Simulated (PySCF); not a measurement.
dimethylboranyl formate (C3H7BO2), SMILES CB(C)OC=O. Atoms are numbered in the order given.

```xyz
13

C     -1.7208     1.5395    -0.1746
B     -0.7343     0.3398     0.0476
C     -1.2137    -1.1450     0.2123
O      0.6190     0.6925     0.1208
C      1.6853    -0.1369     0.0980
O      1.6989    -1.2575    -0.3200
H     -2.4784     1.2915    -0.9378
H     -1.2237     2.4826    -0.4452
H     -2.2899     1.7060     0.7597
H     -0.6448    -1.7060     0.9703
H     -2.2897    -1.2143     0.4327
H     -1.0271    -1.6754    -0.7394
H      2.5765     0.3912     0.5006
```

The structure is a stationary point at B3LYP-D3(BJ)/def2-SVP. The values are those of a single conformer.

Computed with PBE/def2-TZVP (PySCF).

Isolated molecule, no solvent.

Estimate the frontier levels, gap, dipole moment and polarisability. (An estimate is asked for; the answer gives what the named calculation found.)


```yaml
highest_occupied_level: -6.66 eV
lowest_empty_level: -2.01 eV
orbital_gap: 4.66 eV
dipole_moment: 0.335 e·Å
quadrupole, principal values (traceless, Buckingham form, about the centre of nuclear charge): -7.48, 1.82, 5.66 D·Å
mean_static_polarisability: 58.6 bohr³ (8.69 Å³)
polarisability_principal_values: 44.4, 60.5, 71.0 bohr³
```
